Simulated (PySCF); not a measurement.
Computed IR spectrum (relative IR intensity) of a molecule C3H5BF2O. Geometry optimised at PBE0-D3(BJ)/def2-SVP. Other conformers were not sampled. Calculation: PBE0-D3(BJ)/def2-SVP (PySCF 2.14.0). Harmonic, unscaled wavenumbers; measured fundamentals usually lie a few per cent lower.

ν (cm⁻¹): 279 (w), 468 (w), 535 (w), 606 (vw), 646 (m), 886 (w), 891 (w), 959 (s), 1167 (m), 1227 (vs), 1269 (w), 1309 (w), 1392 (s), 1416 (m), 1426 (vw), 1471 (s), 1747 (m), 3151 (w), 3225 (vw), 3907 (m) (against the strongest line: vs over 80 %, s over 45 %, m over 15 %, w over 4 %, vw less)

Q: Pick the molecule that these values belong to.
A. CC(=O)B(F)CF
B. C[C@@]1(F)OCB1F
C. FB(F)[C@@H]1CCO1
D. CB(O)/C(F)=C\F

A: D, CB(O)/C(F)=C\F
